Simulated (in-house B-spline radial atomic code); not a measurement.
Configurations of the rhodium ion Rh⁵⁺, with energies counted from [Kr] 4d4. Level of theory: scalar-relativistic (X2C) HSE06, spin-polarised, spherical fractional occupations, exact exchange averaged over the configuration, Fermi nucleus of rms radius 4.4945 fm; calculated with an all-electron radial atomic-structure program (B-spline basis). Shells without spins written out take the highest spin.

Occupations are held fixed; configurations that lie above the ionisation limit could autoionise.

```tsv
configuration	E - E(ref) (eV)	highest orbital	its <r> (bohr)
[Kr] 4d3 5p1	30.108	5p up	2.369
[Kr] 4d3 4f1	42.937	4f up	2.047
[Ar] 3d9 4s2 4p6 4d5	310.56	4d up	1.202
[Ar] 3d9 4s2 4p6 4d4 4f1	356.26	4f up	1.938
[Ar] 3d9 4s2 4p6 4d4 5f1	370.79	5f up	4.01
```

Problem. Order these further configurations by energy, lowest first.
A. [Kr] 4d3 5f1
B. [Ar] 3d9 4s2 4p6 4d4 5p1
C. [Ar] 3d10 4s2 4p5 4d4 4f1
D. [Ar] 3d9 4s2 4p6 4d4 5s1
E. [Ar] 3d10 4s2 4p5 4d5

Solution. E (43.853 eV), A (56.837 eV), C (87.711 eV), D (333.89 eV), B (343.6 eV).
